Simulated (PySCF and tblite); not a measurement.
The numbers below are computed, except where a source is named.
C7H12, numbered as in [CH3:1]/[CH:2]=[CH:3]/[CH:4]=[CH:5]/[CH2:6][CH3:7]. Geometries GFN2-xTB; weights from B3LYP-D3(BJ)/def2-SVP (IEF-PCM, dimethylsulfoxide) energies and GFN2-xTB thermal corrections, with symmetry numbers and mirror pairs. Conformers within 2.5 kcal/mol (GFN2-xTB free energy) were kept, 4 at most. GIAO shieldings: wB97X-D/pcSseg-1 (IEF-PCM, dimethylsulfoxide). Shifts are against TMS (¹H), TMS (¹³C) at the same level. Run with PySCF (density fitting) and tblite.

Torsions listed: C2–C3–C4–C5, C4–C5–C6–C7. Of a mirror pair one member is shown.

```csv
conformer,shape,point group,mirror pair,ΔE(DFT),Δ(G−E) at 250 K,δ C7 (ppm)
1,"180°, 0°",Cs,no,0.00,0.00,12.7
2,"180°, -119°",C1,yes,0.08,-0.15,18.2
```

Energies in kcal/mol; the thermal term leaves out symmetry numbers and mirror images.

Question: Work out the weights at 250 K and the ¹³C shift of C7 under fast exchange.

Answer: RT = 0.497 kcal/mol. Each conformer gets RT ln(σ/g), with σ the rotational symmetry number and g = 2 for a mirror pair: 1: σ = 1, g = 1, G = 0.00 + 0.00 + 0.00 = 0.00, 0.41 above the lowest, exp(−ΔG/RT) = 0.435; 2: σ = 1, g = 2, G = 0.08 − 0.15 − 0.34 = -0.41, 0.00 above the lowest, exp(−ΔG/RT) = 1.000. The sum is 1.435, so the weights are 30.3, 69.7 %. The averaged shift is 16.5 ppm. At 298.15 K it is 16.5 ppm. At 298.15 K the leading conformer alone gives 18.2 ppm and bare DFT energies give 15.2 ppm.
